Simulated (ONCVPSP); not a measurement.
# Building the ONCV potential for iridium (Ir) (revPBE, scalar-relativistic).

```
Element                 : iridium (Ir)
Generator               : ONCVPSP 4.0.1
Type                    : optimised norm-conserving Vanderbilt (ONCV)
Functional              : revPBE
Relativity              : scalar-relativistic
Frozen core             : [Kr] 4d10 4f14
Valence charge          : 17
Reference configuration : 5s2 5p6 5d7 6s1.75 6p0.25
Partial waves           : 5s+6s: rc 1.80 bohr, ncon 4, nbas 9, qcut 7.7 1/bohr, 2 projectors; 5p+6p: rc 2.00 bohr, ncon 4, nbas 8, qcut 7.2 1/bohr, 2 projectors; 5d: rc 2.10 bohr, ncon 3, nbas 7, qcut 8.2 1/bohr, 2 projectors, debl 1.8 Ha
Local potential         : polynomial inside 1.25 bohr (lpopt 5, dvloc0 1 Ha)
Core correction         : Teter function, fcfact 5.5, rcfact 1.5
```

All-electron outer shells of the reference configuration (revPBE, scalar-relativistic, ld1.x):

```csv
shell,level (eV),outermost node (bohr),outermost maximum (bohr)
4d,-291.47,0.21,0.42
5s,-98.44,0.50,0.89
4f,-62.64,–,0.39
5p,-55.17,0.54,1.01
5d,-7.59,0.59,1.29
6s,-6.62,1.17,2.38
6p,-1.43,1.39,3.43
```

Task: Estimate the cutoffs (Ha) at which the residual kinetic energy of the hardest occupied pseudo-wave falls to 1 and 0.1 mHa per electron.

Result: 19 Ha and 23 Ha.

Task: Does the potential have ghost states?

Result: No bound ghost flagged; GHOST(+) flagged for s at 178.3 eV.

Its largest configuration-test error is -4.9 meV (5s2 5p6 5d7 6s1 6p0). 1 of 4 tests not solved or not reliable.
